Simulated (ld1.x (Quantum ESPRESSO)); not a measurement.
**Which change was made? (S, TM)**

ld1.x (Quantum ESPRESSO) 7.5 input, shortened:

```
&input
   title='S', zed=16., rel=1, dft='PBESOL', iswitch=3,
   config='[Ne] 3s2 3p3.5 3d-2'
 /
 &inputp
   pseudotype=2, tm=.true., lloc=0,
   nlcc=.false.
 /
3
3P  2  1   3.50   0.00  1.25  1.25  0.0
3D  3  2  -2.00  -0.10  1.25  1.25  0.0
3S  1  0   2.00   0.00  1.30  1.30  0.0
 &test
   configts(1)='3s2 3p3.5'
 /
```

Cutoffs, loose and tight: the cutoffs (Ry, on a coarse ladder) from which the occupation-weighted sum of valence levels, in a spherical-Bessel basis at the reference potential, stays within 10 and 1 mRy of its value at 400 Ry. They do not see the model core or the augmentation charge, which bear on the density cutoff. Test errors are all-electron minus pseudo excitation energies from the reference, over the configurations 3s2 3p4; 3s2 3p3; 3s2 3p2; 3s2 3p1; 3s0 3p6; 3s1 3p5; 3s2 3p4.3; variants that change the core or the reference have their own tests.

The base gives: outcome: generated; cutoff, loose: 55 Ry; cutoff, tight: 110 Ry; bound ghosts: none; largest test error (meV): +66.

**Question.** After one change the result is: outcome: generated; cutoff, loose: 25 Ry; cutoff, tight: 45 Ry; bound ghosts: s; largest test error (meV): +14. Which change was it?
A. reference 3s2 3p3.75
B. all radii scaled by about 1.29 (s 1.68, p 1.62, d 1.62 bohr)
C. functional LDA (PZ)
D. type ultrasoft; waves now 3s (bound): rcut 1.15, rcutus 1.30 bohr; 3s channel at -1.25 Ry: rcut 1.15, rcutus 1.30 bohr; 3p (bound): rcut 1.10, rcutus 1.25 bohr; 3p channel at 1.65 Ry: rcut 1.10, rcutus 1.25 bohr; 3d channel at -0.1 Ry: rcut 1.10, rcutus 1.25 bohr; local potential all-electron potential smoothed inside 0.95 bohr (lloc = -1); augmentation PSQ, inside the norm-conserving radii

**Answer.** D. The others give: reference 3s2 3p3.75 → outcome: generated; cutoff, loose: 55 Ry; cutoff, tight: 110 Ry; bound ghosts: none; largest test error (meV): +194 | functional LDA (PZ) → outcome: generated; cutoff, loose: 55 Ry; cutoff, tight: 110 Ry; bound ghosts: none; largest test error (meV): +105 | all radii scaled by about 1.29 (s 1.68, p 1.62, d 1.62 bohr) → outcome: generated; cutoff, loose: 35 Ry; cutoff, tight: 50 Ry; bound ghosts: none; largest test error (meV): +95.
